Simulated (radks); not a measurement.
The numbers below are computed, except where a source is named.
Spherical jellium clusters: N electrons in a uniform positive sphere of charge N and radius rs N^(1/3), rs = 2.28 bohr. Level of theory: non-relativistic Kohn-Sham, LDA (Slater exchange, Perdew-Wang correlation), spin-polarised, spherical densities (a radial shooting solver with Libxc functionals). Levels are named by radial order and angular momentum (1s, 1p, 1d, 2s, ...), and open shells are averaged over m.

N = 3, configuration 1s2 1p(up 1, down 0). This is the lowest configuration that the search found. Occupied and some empty levels:

level    occupation  eigenvalue (eV)  <r> (bohr)
1s up             1          -6.8333       2.743
1s down           1          -6.3704       2.718
1p up             1          -2.4053       4.295
1p down           0          -1.9142       4.445
2s up             0         -0.64681       8.177
2s down           0         -0.47755       8.901

Energy (eV): total -1.13815, kinetic 11.271, external -77.457, Hartree 34.486, exchange-correlation -14.124, background 44.686.

Electron density:

r (bohr)  n(r) (e/bohr^3)
0.328             0.02630
0.693             0.02510
1.06              0.02313
1.42              0.02051
1.79              0.01744
2.15              0.01419
2.52              0.01102
2.88             0.008183
3.25             0.005835
3.61             0.004041
3.98             0.002752
4.34             0.001861
4.71             0.001253
5.07            0.0008436
5.44            0.0005689
5.80            0.0003847
6.17            0.0002609
6.53            0.0001775
6.90            0.0001211
7.26           0.00008282
